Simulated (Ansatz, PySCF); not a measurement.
Dimer: C2H6 (SMILES CC) (first 8 atoms) with CH3Br (SMILES CBr); geometry from B3LYP-D3(BJ)/def2-TZVP, rigid monomers moved along the line of their centres of mass till C2···H11 is 3.29 Å.
(charge 0, multiplicity 1):
| atom | x (Å) | y (Å) | z (Å) |
|---|---|---|---|
| C | 0.7162 | -0.4709 | 0.1097 |
| C | -0.5395 | 0.3000 | 0.5056 |
| H | 0.5301 | -1.1220 | -0.7468 |
| H | 1.0769 | -1.0946 | 0.9295 |
| H | 1.5270 | 0.2085 | -0.1584 |
| H | -0.8938 | 0.9289 | -0.3134 |
| H | -0.3480 | 0.9502 | 1.3611 |
| H | -1.3557 | -0.3761 | 0.7715 |
| C | 0.4069 | -1.0151 | 4.3596 |
| Br | 1.6763 | 0.4739 | 4.3383 |
| H | -0.3278 | -0.8293 | 3.5846 |
| H | -0.0528 | -1.0400 | 5.3412 |
| H | 0.9639 | -1.9244 | 4.1637 |

Counterpoise-corrected where a basis set is named; no monomer relaxation.

Correlated levels freeze the cores. Filled d and f shells under p-block atoms count as core.

Run with Ansatz (Gaussian basis) for Hartree–Fock, density functionals and correlated methods; PySCF for the dispersion terms. Values without a source in brackets are computed.

PBE/def2-TZVPPD gives -20.0 meV for the interaction energy.

Task: Predict the shift from PBE, with its sign, for: PBE-D3(BJ)/def2-TZVPPD, r2SCAN/def2-TZVPPD, B3LYP/def2-TZVPPD, wB97M-V/def2-TZVPPD, MP2/aug-cc-pVDZ, CCSD(T)/aug-cc-pVDZ.

Result: PBE-D3(BJ)/def2-TZVPPD -44.9; r2SCAN/def2-TZVPPD -7.8; B3LYP/def2-TZVPPD 29.5; wB97M-V/def2-TZVPPD -29.3; MP2/aug-cc-pVDZ -29.1; CCSD(T)/aug-cc-pVDZ -26.9 meV. 1 of 6 lie above PBE; the widest gap is to PBE-D3(BJ)/def2-TZVPPD.

Ansatz is a program for electronic structure.
